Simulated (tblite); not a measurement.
C6H13ClOSi.
Geometry (GFN2-xTB, Å), atoms numbered from 1 in this order:
```
atom  x, y, z in Å
C1     2.8355    0.0181   -1.3830
O2     1.5303   -0.3075   -0.9772
C3     1.3234   -0.3285    0.4307
C4     1.3269    1.0656    1.0573
Si5   -0.3551   -1.2426    0.5763
Cl6   -0.7263   -1.6053    2.5375
C7    -1.7169   -0.1512   -0.1303
C8    -2.5185    0.7696    0.7545
C9    -3.1656   -0.4356    0.1639
H10    3.5737   -0.6193   -0.8805
H11    2.8776   -0.1581   -2.4566
H12    3.0785    1.0672   -1.1828
H13    2.1276   -0.9211    0.8965
H14    1.0665    0.9890    2.1099
H15    2.3059    1.5356    0.9811
H16    0.5969    1.6979    0.5578
H17   -0.2751   -2.5296   -0.1152
H18   -1.5144    0.2268   -1.1251
H19   -2.7838    1.7419    0.3666
H20   -2.3166    0.7663    1.8151
H21   -3.8822   -0.3015   -0.6323
H22   -3.3989   -1.2582    0.8226
```

Level: GFN2-xTB in tblite, geometry and Hessian alike; calculated harmonic values, unscaled, isolated species. Against measured fundamentals such values can be off by several per cent, at times by over 20. Modes of hydrogen on silicon can be 10 to 20 % off. One conformer, not necessarily the lowest.

Harmonic wavenumbers (cm⁻¹): 27.9, 36.9, 66.6, 79.7, 100.3, 124.4, 179.3, 201.0, 219.1, 250.3, 289.5, 335.2, 403.0, 444.0, 487.5, 607.7, 641.4, 673.3, 744.8, 809.7, 850.8, 894.6, 954.1, 1002.6, 1006.8, 1025.3, 1037.5, 1072.0, 1075.5, 1088.0, 1106.8, 1114.5, 1129.9, 1156.9, 1158.4, 1237.7, 1267.7, 1320.3, 1344.1, 1399.0, 1404.8, 1444.6, 1471.6, 1484.8, 1486.4, 1496.2, 1503.7, 2250.2, 2823.7, 2902.5, 2929.4, 3016.4, 3020.1, 3039.2, 3040.2, 3044.0, 3083.2, 3086.4, 3091.3, 3106.1.

A = 1567, B = 754.1, C = 624.9 MHz; mass 164.042 u (most abundant isotopes); point group C1, symmetry number 1.

Problem. Zero-point energy?

Solution. Half the sum of the wavenumbers: 38844 cm⁻¹ = 464.68 kJ/mol.

Problem. What is S at 500 K and 1 bar for an ideal gas of classical rigid rotors and harmonic oscillators?

Solution. Translation 183.21, rotation 133.87, vibration 279.48: S = 596.6 J/(mol K).

Problem. And Cp and H(500 K) − H(0)?

Solution. Cp = 276.10 J/(mol K), of which vibrations give 242.84 (their classical limit is 60 R = 498.9); H(500 K) − H(0) = 82.68 kJ/mol without the zero-point energy, 66.05 from vibrations.

Problem. Blend soft modes into free rotors: weight 1/[1 + (100 cm⁻¹/ν̃)⁴] for the oscillator and the rest for a rotor with moment μB/(μ + B), μ = h/(8π²ν), B = 10⁻⁴⁴ kg m². What vibrational entropy results?

Solution. 248.13 J/(mol K) in place of 279.48, which changes −T·S at 500 K by +15.67 kJ/mol.

Problem. What must be added to the electronic energy to get the Gibbs energy at 500 K and 1 bar?

Solution. ZPE + [H(500 K) − H(0)] − T·S = 464.68 + 82.68 − 298.28 = 249.08 kJ/mol.

Problem. How do the functions run with temperature in this model?

Solution. 
```
 T (K)  S (J/(mol K))  Cp (J/(mol K))  H − H(0) (kJ/mol)  G − H(0) (kJ/mol)  ln q(vib)
   150          373.6           122.8              12.47             -43.57       5.62
   250          446.3           166.0              26.88             -84.70       9.38
298.15          477.4           188.5              35.41            -106.94      11.07
   400          539.5           235.6              57.04            -158.77      14.49
   600          650.0           309.9             112.03            -277.96      20.85
   900          790.4           381.8             216.67            -494.71      29.62
```

q(vib) and H(0) count from the zero-point level.

Problem. Which modes carry the vibrational entropy at 500 K?

Solution. 27.9 cm⁻¹: 29.29; 36.9 cm⁻¹: 26.96; 66.6 cm⁻¹: 22.06; 79.7 cm⁻¹: 20.58; 100.3 cm⁻¹: 18.68; 124.4 cm⁻¹: 16.90 J/(mol K); the other 54 give 145.01 together.

Hindered rotation and anharmonicity are outside this model. Other conformers, if any are populated, would add a mixing term that is left out. The structure is chiral; the term R ln 2 for an equal mix with its mirror image is left out.

The run took 1.0 s wall on an Arm Neoverse V2 with one thread, no GPU, shared host with 96 logical CPUs at a one-minute load of 44. This covers the Hessian and the dipole derivatives.
